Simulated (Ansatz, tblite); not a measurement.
Removing and adding an electron: the cluster Sn₃S₃ (the lowest singlet isomer of a short search). Charge 0, multiplicity 1. Geometry: r2SCAN-D4/def2-SVP. Ansatz, gas phase; energy differences of separate SCF runs; the oxidised species was run as a doublet alone; the reduced species was run as a doublet alone.

Cartesian coordinates in Å:
```
Sn -1.453 -0.540 0.842
Sn 2.009 0.366 1.536
Sn 0.332 0.336 -1.700
S 1.046 -1.518 0.212
S 0.106 1.727 0.670
S -2.040 -0.371 -1.560
```

In the def2 sets Sn takes a core potential; there is no spin–orbit coupling. The xTB rows come from tblite. Correlated methods freeze 27 core orbitals; core or outer-core shells of Sn are correlated, in sets that lack core-valence functions. The rows differ in basis, and correlated rows in double-zeta sets carry the largest basis error. The structure comes from a short search, and lower isomers may exist.

```
               level  −HOMO (eV)  vertical IE (eV)  −LUMO (eV)  vertical EA (eV)  HOMO–LUMO gap (eV)  IE − EA (eV)                       remarks
            GFN1-xTB        9.83             12.60        7.64              4.82                2.19          7.78                             –
    PBE-D4/def2-TZVP        5.42              7.66        3.65                 –                1.77             –                             –
r2SCAN-D4/def2-TZVPD        5.65                 –        3.67              1.77                1.98             –  HOMO above zero (-1 doublet)
  PBE0-D4/def2-TZVPD        6.27                 –        3.08              1.73                3.18             –                             –
        MP2/def2-SVP           –              7.58           –                 –                   –             –                             –
    CCSD(T)/def2-SVP           –              7.50           –                 –                   –             –                             –
```

Problem. Estimate the rows for GFN2-xTB, HF/def2-SVP, PBE-D4/def2-TZVPD, r2SCAN-D4/def2-TZVP, PBE0-D4/def2-TZVP, CCSD/def2-SVP.

Solution. 
```csv
level,−HOMO (eV),vertical IE (eV),−LUMO (eV),vertical EA (eV),HOMO–LUMO gap (eV),IE − EA (eV),remarks
GFN2-xTB,10.44,13.00,8.61,6.36,1.83,6.65,–
HF/def2-SVP,–,7.29,–,–,–,–,–
PBE-D4/def2-TZVPD,5.45,–,3.67,1.62,1.78,–,HOMO above zero (-1 doublet)
r2SCAN-D4/def2-TZVP,5.64,7.78,3.67,–,1.98,–,–
PBE0-D4/def2-TZVP,6.25,7.80,3.07,–,3.18,–,–
CCSD/def2-SVP,–,7.55,–,–,–,–,–
```

   A HOMO above zero means that the electron is unbound at that level or that self-interaction error raises the level; the energy of removing that electron tells which. Raw xTB energy differences between charge states are shifted by several eV; the methods need an empirical correction for them.
